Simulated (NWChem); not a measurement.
System: C2H8OSn; SMILES [SnH]([CH3])([OH])[CH3]

NWChem input:

```
start job
memory heap 200 mb stack 900 mb global 1100 mb
geometry units angstroms noautoz
  Sn     0.068934    -0.000919     0.217865
  C     -0.928039    -1.777871    -0.472781
  C     -0.919734     1.779941    -0.474713
  O      1.955812    -0.005724    -0.444821
  H      0.300399    -0.000559     1.915843
  H     -1.031120    -1.761578    -1.567399
  H     -0.353084    -2.667830    -0.180830
  H     -1.931545    -1.841193    -0.026512
  H     -0.339850     2.667466    -0.185106
  H     -1.024411     1.762238    -1.569160
  H     -1.922297     1.849211    -0.027209
  H      2.012111    -0.003840    -1.406267
end
basis spherical
  * library def2-svp
end
ecp
  Sn library def2-ecp
end
dft
  xc mn15
  grid xcoarse
  iterations 150
  mulliken
end
task dft gradient
```

Excerpt of the output:

```
             Northwest Computational Chemistry Package (NWChem) 7.3.0
             --------------------------------------------------------

 C1  symmetry detected

                             Geometry "geometry" -> ""
                             -------------------------

 Output coordinates in angstroms (scale by  1.889725989 to convert to a.u.)

  No.       Tag          Charge          X              Y              Z
 ---- ---------------- ---------- -------------- -------------- --------------
    1 Sn                  50.0000     0.01876574    -0.00003360     0.23598797
    2 C                    6.0000    -0.96593849    -1.77927939    -0.46625660
    3 C                    6.0000    -0.96730021     1.77854256    -0.46610307
    4 O                    8.0000     1.91261422     0.00067838    -0.40652416
    5 H                    1.0000     0.23209581    -0.00004707     1.93633963
    6 H                    1.0000    -1.05737643    -1.76262036    -1.56190312
    7 H                    1.0000    -0.39171082    -2.66784539    -0.16868524
    8 H                    1.0000    -1.97397357    -1.84559064    -0.03075908
    9 H                    1.0000    -0.39295837     2.66746847    -0.16982537
   10 H                    1.0000    -1.06024331     1.76120128    -1.56161471
   11 H                    1.0000    -1.97476653     1.84482464    -0.02928614
   12 H                    1.0000     1.97916471     0.00328282    -1.36731331

 Effective nuclear repulsion energy (a.u.)     400.9070498986

                                 NWChem DFT Module
                                 -----------------

 Summary of "ao basis" -> "ao basis" (spherical)
 ------------------------------------------------------------------------------
       Tag                 Description            Shells   Functions and Types
 ---------------- ------------------------------  ------  ---------------------
 Sn                         def2-svp                10       26   4s4p2d
 C                          def2-svp                 6       14   3s2p1d
 O                          def2-svp                 6       14   3s2p1d
 H                          def2-svp                 3        5   2s1p

            General Information
            -------------------
          SCF calculation type: DFT
          Wavefunction type:  closed shell.
          No. of atoms     :    12
          No. of electrons :    50
           Alpha electrons :    25
            Beta electrons :    25
          Charge           :     0
          Spin multiplicity:     1
          Use of symmetry is: off; symmetry adaption is: off
          Maximum number of iterations: 150
          AO basis - number of functions:   108
                     number of shells:    52
          Convergence on energy requested:  1.00D-06
          Convergence on density requested:  1.00D-05
          Convergence on gradient requested:  5.00D-04

              XC Information
              --------------
                         MN15 Method XC Functional
                     Hartree-Fock (Exact) Exchange  0.440
                          MN15 Exchange Functional  1.000
                        MN15 Correlation Potential  1.000

             Grid Information
             ----------------
          Grid used for XC integration:  xcoarse
          Radial quadrature: Mura-Knowles
          Angular quadrature: Lebedev.
          Tag              B.-S. Rad. Rad. Pts. Rad. Cut. Ang. Pts.
          ---              ---------- --------- --------- ---------
          Sn                  1.45       84           8.0       194
          C                   0.70       21          11.0       194
          O                   0.60       21          11.0       194
          H                   0.35       21          12.0       194
          Grid pruning is: on
          Number of quadrature shells:   315
          Spatial weights used:  Erf1

      Superposition of Atomic Density Guess
      -------------------------------------

 Sum of atomic energies:        -403.03075000

      Non-variational initial energy
      ------------------------------

 Total energy =    -368.812190
 1-e energy   =   -1005.108076
 2-e energy   =     424.341047
 HOMO         =      -0.334210
 LUMO         =       0.013906

     ---------------------------------------------
      Total Density - Mulliken Population Analysis
     ---------------------------------------------

    Atom       Charge   Shell Charges
 -----------   ------   -------------------------------------------------------
    1 Sn  22    20.79   1.60  0.42  0.91  0.24  3.25  2.74  1.02  0.45  9.76  0.39
    2 C    6     6.63   1.99  0.96  0.31  2.07  1.29  0.01
    3 C    6     6.63   1.99  0.96  0.31  2.07  1.29  0.01
    4 O    8     8.95   1.99  1.11  0.69  3.10  2.06  0.00
    5 H    1     1.12   0.65  0.45  0.01
    6 H    1     0.87   0.66  0.19  0.03
    7 H    1     0.87   0.66  0.19  0.03
    8 H    1     0.87   0.65  0.19  0.03
    9 H    1     0.87   0.66  0.19  0.03
   10 H    1     0.87   0.66  0.19  0.03
   11 H    1     0.87   0.65  0.19  0.03
   12 H    1     0.67   0.53  0.07  0.06

   convergence    iter        energy       DeltaE   RMS-Dens  Diis-err
 ---------------- ----- ----------------- --------- --------- ---------
 d= 0,ls=0.0,diis     1   -369.6542289467 -5.82D+02  1.23D-02  9.20D-01
 d= 0,ls=0.0,diis     2   -369.6144956241  3.97D-02  7.51D-03  1.36D+00
 d= 0,ls=0.0,diis     3   -369.7410525028 -1.27D-01  1.45D-03  7.54D-02
 d= 0,ls=0.0,diis     4   -369.7477986950 -6.75D-03  4.28D-04  2.74D-03
 d= 0,ls=0.0,diis     5   -369.7481105958 -3.12D-04  1.24D-04  4.39D-04
  Resetting Diis
 d= 0,ls=0.0,diis     6   -369.7481683055 -5.77D-05  2.69D-05  3.53D-06
 d= 0,ls=0.0,diis     7   -369.7481687809 -4.75D-07  1.08D-05  4.20D-07
 d= 0,ls=0.0,diis     8   -369.7481688090 -2.80D-08  4.42D-06  3.05D-07

         Total DFT energy =     -369.748168808983
      One electron energy =    -1008.983331012473
           Coulomb energy =      467.011101645898
    Exchange-Corr. energy =      -39.730778334657
 Nuclear repulsion energy =      211.954838892248

 Numeric. integr. density =       49.994020267715

                       DFT Final Molecular Orbital Analysis
                       ------------------------------------

 Vector   23  Occ=2.000000D+00  E=-3.489586D-01
              MO Center=  7.1D-01, -1.6D-03, -3.1D-01, r^2= 3.7D+00
   Bfn.  Coefficient  Atom+Function         Bfn.  Coefficient  Atom+Function
  ----- ------------  ---------------      ----- ------------  ---------------
    59      0.439987   4 O  py               62      0.321871   4 O  py
    12      0.264332   1 Sn py               31     -0.204840   2 C  py
    45     -0.204311   3 C  py               15      0.187926   1 Sn py
    34     -0.102831   2 C  py               48     -0.102553   3 C  py
     9     -0.097753   1 Sn py               79      0.096792   7 H  s

 Vector   24  Occ=2.000000D+00  E=-3.228131D-01
              MO Center=  3.4D-01,  3.5D-03,  1.4D-01, r^2= 4.3D+00
   Bfn.  Coefficient  Atom+Function         Bfn.  Coefficient  Atom+Function
  ----- ------------  ---------------      ----- ------------  ---------------
    58      0.320326   4 O  px               69     -0.249241   5 H  s
    61      0.232263   4 O  px               11     -0.227208   1 Sn px
    70     -0.212175   5 H  s                13     -0.182289   1 Sn pz
    45     -0.153197   3 C  py               31      0.151934   2 C  py
    60      0.141047   4 O  pz               44      0.131293   3 C  px

 Vector   25  Occ=2.000000D+00  E=-2.997341D-01
              MO Center=  4.2D-01, -1.7D-03, -3.5D-01, r^2= 4.1D+00
   Bfn.  Coefficient  Atom+Function         Bfn.  Coefficient  Atom+Function
  ----- ------------  ---------------      ----- ------------  ---------------
    59      0.436871   4 O  py               62      0.333996   4 O  py
    31      0.231164   2 C  py               45      0.230605   3 C  py
    12     -0.217088   1 Sn py               34      0.155911   2 C  py
    48      0.155341   3 C  py               29      0.140763   2 C  s
    43     -0.140378   3 C  s                17     -0.125637   1 Sn d -2

 Vector   26  Occ=0.000000D+00  E= 4.121356D-02
              MO Center=  4.9D-01,  8.4D-04, -3.7D-01, r^2= 4.6D+00
   Bfn.  Coefficient  Atom+Function         Bfn.  Coefficient  Atom+Function
  ----- ------------  ---------------      ----- ------------  ---------------
    57      0.574089   4 O  s                 4     -0.521732   1 Sn s
    14     -0.514669   1 Sn px               29      0.447550   2 C  s
    43      0.448126   3 C  s                16      0.430767   1 Sn pz
     3     -0.401927   1 Sn s                61     -0.261141   4 O  px
    85     -0.257328   8 H  s               100     -0.257618  11 H  s

 Vector   27  Occ=0.000000D+00  E= 5.750806D-02
              MO Center= -9.2D-01, -1.6D-04,  3.7D-01, r^2= 4.9D+00
   Bfn.  Coefficient  Atom+Function         Bfn.  Coefficient  Atom+Function
  ----- ------------  ---------------      ----- ------------  ---------------
     4      1.054605   1 Sn s                29     -1.006648   2 C  s
    43     -1.006954   3 C  s                14     -0.768075   1 Sn px
    70     -0.550247   5 H  s                75      0.300837   6 H  s
    95      0.300676  10 H  s                 3      0.277512   1 Sn s
    80      0.274250   7 H  s                90      0.274750   9 H  s

 Vector   28  Occ=0.000000D+00  E= 8.566576D-02
              MO Center= -4.3D-02, -4.8D-05,  2.7D-01, r^2= 6.6D+00
   Bfn.  Coefficient  Atom+Function         Bfn.  Coefficient  Atom+Function
  ----- ------------  ---------------      ----- ------------  ---------------
    15      1.150023   1 Sn py               29      1.152726   2 C  s
    43     -1.153619   3 C  s                75     -0.381897   6 H  s
    95      0.382469  10 H  s                12      0.285053   1 Sn py
    85     -0.285295   8 H  s               100      0.285323  11 H  s
    80     -0.199420   7 H  s                90      0.199694   9 H  s

     ---------------------------------------------
      Total Density - Mulliken Population Analysis
     ---------------------------------------------

    Atom       Charge   Shell Charges
 -----------   ------   -------------------------------------------------------
    1 Sn  22    21.40   1.59  0.41  1.04  0.19  3.24  2.73  1.43  0.52  9.68  0.56
    2 C    6     6.26   1.98  0.86  0.26  2.10  1.04  0.02
    3 C    6     6.26   1.98  0.86  0.26  2.10  1.04  0.02
    4 O    8     8.48   1.99  1.05  0.72  2.86  1.85  0.01
    5 H    1     1.09   0.71  0.38  0.01
    6 H    1     0.95   0.73  0.19  0.02
    7 H    1     0.94   0.73  0.19  0.02
    8 H    1     0.95   0.73  0.19  0.02
    9 H    1     0.94   0.73  0.19  0.02
   10 H    1     0.95   0.73  0.19  0.02
   11 H    1     0.95   0.73  0.19  0.02
   12 H    1     0.82   0.68  0.07  0.07

     -------------------------------------------
      Total Density - Lowdin Population Analysis
     -------------------------------------------

    Atom       Charge   Shell Charges
 -----------   ------   -------------------------------------------------------
    1 Sn  22    21.35   1.17  0.76  0.69  0.37  3.02  2.82  1.38  0.73  9.43  0.98
    2 C    6     6.26   1.96  0.58  0.35  1.87  1.45  0.04
    3 C    6     6.26   1.96  0.58  0.35  1.87  1.45  0.04
    4 O    8     8.31   1.97  0.88  0.65  2.71  2.09  0.01
    5 H    1     1.10   0.62  0.47  0.02
    6 H    1     0.97   0.63  0.27  0.07
    7 H    1     0.96   0.63  0.27  0.07
    8 H    1     0.96   0.63  0.27  0.07
    9 H    1     0.96   0.63  0.27  0.07
   10 H    1     0.97   0.63  0.27  0.07
   11 H    1     0.96   0.63  0.27  0.07
   12 H    1     0.94   0.57  0.19  0.19

     Multipole analysis of the density
     ---------------------------------

     L   x y z        total         alpha         beta         nuclear
     -   - - -        -----         -----         ----         -------
     0   0 0 0      0.000000    -25.000000    -25.000000     50.000000

     1   1 0 0     -0.854404      0.069268      0.069268     -0.992939
     1   0 1 0      0.001203     -0.000287     -0.000287      0.001778
     1   0 0 1     -0.523534      5.981570      5.981570    -12.486673

     2   2 0 0    -36.806327   -116.253868   -116.253868    195.701410
     2   1 1 0      0.004923      0.002619      0.002619     -0.000315
     2   1 0 1     -1.898095     -1.996274     -1.996274      2.094452
     2   0 2 0    -33.388013   -133.155944   -133.155944    232.923875
     2   0 1 1     -0.005798     -0.001518     -0.001518     -0.002761
     2   0 0 2    -32.003218    -44.054826    -44.054826     56.106434

            General Information
            -------------------
          SCF calculation type: DFT
          Wavefunction type:  closed shell.
          No. of atoms     :    12
          No. of electrons :    50
           Alpha electrons :    25
            Beta electrons :    25
          Charge           :     0
          Spin multiplicity:     1
          Use of symmetry is: off; symmetry adaption is: off
          Maximum number of iterations: 150
          AO basis - number of functions:   108
                     number of shells:    52
          Convergence on energy requested:  1.00D-06
          Convergence on density requested:  1.00D-05
          Convergence on gradient requested:  5.00D-04

              XC Information
              --------------
                         MN15 Method XC Functional
                     Hartree-Fock (Exact) Exchange  0.440
                          MN15 Exchange Functional  1.000
                        MN15 Correlation Potential  1.000

             Grid Information
             ----------------
          Grid used for XC integration:  xcoarse
          Radial quadrature: Mura-Knowles
          Angular quadrature: Lebedev.
          Tag              B.-S. Rad. Rad. Pts. Rad. Cut. Ang. Pts.
          ---              ---------- --------- --------- ---------
          Sn                  1.45       84           8.0       194
          C                   0.70       21          11.0       194
          O                   0.60       21          11.0       194
          H                   0.35       21          12.0       194
          Grid pruning is: on
          Number of quadrature shells:   315
          Spatial weights used:  Erf1

          Convergence Information
          -----------------------
          Convergence aids based upon iterative change in
          total energy or number of iterations.
          Levelshifting, if invoked, occurs when the
          HOMO/LUMO gap drops below (HL_TOL):  1.00D-02
          DIIS, if invoked, will attempt to extrapolate
          using up to (NFOCK): 10 stored Fock matrices.

[...]

                         DFT ENERGY GRADIENTS

    atom               coordinates                        gradient
                 x          y          z           x          y          z
   1 Sn      0.035462  -0.000063   0.445953   -0.001555   0.000003   0.000379
   2 C      -1.825359  -3.362351  -0.881097    0.000397   0.001327   0.000627
   3 C      -1.827932   3.360958  -0.880807    0.000398  -0.001328   0.000627
   4 O       3.614317   0.001282  -0.768219    0.002194   0.000013  -0.001835
   5 H       0.438597  -0.000089   3.659151   -0.000127  -0.000000  -0.001452
   6 H      -1.998152  -3.330870  -2.951569   -0.000052  -0.000228  -0.000021
   7 H      -0.740226  -5.041497  -0.318769   -0.000069  -0.000175  -0.000038
   8 H      -3.730269  -3.487661  -0.058126   -0.000071  -0.000324  -0.000148
   9 H      -0.742584   5.040784  -0.320923   -0.000070   0.000176  -0.000038
  10 H      -2.003569   3.328188  -2.951024   -0.000051   0.000225  -0.000022
  11 H      -3.731768   3.486213  -0.055343   -0.000071   0.000325  -0.000148
  12 H       3.740079   0.006204  -2.583848   -0.000923  -0.000014   0.002068
```

Level: MN15/def2-SVP with def2 effective core potentials on Sn. All runs use the structure optimised with PBE0/def2-SVP. No frequency run checked for a minimum. def2 effective core potentials on Sn; no spin-orbit coupling.
